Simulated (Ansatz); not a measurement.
`CNB(C)C` + H₂O → `CB(C)O` + CH₃NH₂  (formal hydrolysis of a B–N bond)

Calculated with Ansatz (gas phase, PBE0-D4/def2-TZVP geometries, no zero-point term in ΔE). CCSD(T)/CBS adds triple-zeta CCSD(T) − MP2 to the extrapolated MP2 energy (def2 sets, frozen cores). This one scheme is used for every species. Functionals use def2-TZVPP. B3LYP here is the variant with VWN-RPA as its local correlation; programs differ in this. HSE06 is defined as in plane-wave codes. One conformer a species, not always the lowest.

```json
{"level": "PBE-D4", "ΔE (kJ/mol)": "-1.4", "difference from CCSD(T)/CBS": "-1.3"}
{"level": "revPBE-D4", "ΔE (kJ/mol)": "0.8", "difference from CCSD(T)/CBS": "0.9"}
{"level": "PBE0-D4", "ΔE (kJ/mol)": "-1.9", "difference from CCSD(T)/CBS": "-1.8"}
{"level": "B3LYP-D4", "ΔE (kJ/mol)": "-4.3", "difference from CCSD(T)/CBS": "-4.2"}
{"level": "HSE06-D4", "ΔE (kJ/mol)": "-2.1", "difference from CCSD(T)/CBS": "-2.0"}
{"level": "B2PLYP", "ΔE (kJ/mol)": "-8.2", "difference from CCSD(T)/CBS": "-8.1"}
{"level": "PBE-QIDH", "ΔE (kJ/mol)": "-3.7", "difference from CCSD(T)/CBS": "-3.6"}
{"level": "PBE", "ΔE (kJ/mol)": "-6.3", "difference from CCSD(T)/CBS": "-6.2"}
{"level": "BLYP", "ΔE (kJ/mol)": "-13.2", "difference from CCSD(T)/CBS": "-13.1"}
{"level": "BHLYP", "ΔE (kJ/mol)": "-12.7", "difference from CCSD(T)/CBS": "-12.6"}
{"level": "LC-ωPBE", "ΔE (kJ/mol)": "-8.0", "difference from CCSD(T)/CBS": "-7.9"}
{"level": "HF/def2-SVP", "ΔE (kJ/mol)": "-25.3", "difference from CCSD(T)/CBS": "-25.2"}
{"level": "HF/def2-TZVPP", "ΔE (kJ/mol)": "-21.1", "difference from CCSD(T)/CBS": "-21.0"}
{"level": "MP2/def2-TZVPP", "ΔE (kJ/mol)": "0.1", "difference from CCSD(T)/CBS": "0.2"}
{"level": "SCS-MP2/def2-TZVPP", "ΔE (kJ/mol)": "-4.4", "difference from CCSD(T)/CBS": "-4.3"}
{"level": "SCS-MP2/def2-QZVPP", "ΔE (kJ/mol)": "-2.9", "difference from CCSD(T)/CBS": "-2.8"}
{"level": "CCSD(T)/CBS", "ΔE (kJ/mol)": "-0.1", "difference from CCSD(T)/CBS": "0"}
```

Largest T1 diagnostic among the species: 0.011.

At CCSD(T), def2-SVP lies −11.8 kJ/mol from the extrapolated value and def2-TZVPP −2.8 kJ/mol. Leaving LDA and LC-ωPBE aside and taking each functional with its dispersion term where it has one, the values, not all of them listed here, spread over 12.0 kJ/mol, from B97M-V to revPBE-D4. LDA lies +9.6 kJ/mol from PBE without D4. In def2-TZVPP, CCSD(T) changes the Hartree–Fock value by +18.2 kJ/mol (the triples alone add +2.4 kJ/mol) and MP2 by +21.2 kJ/mol.
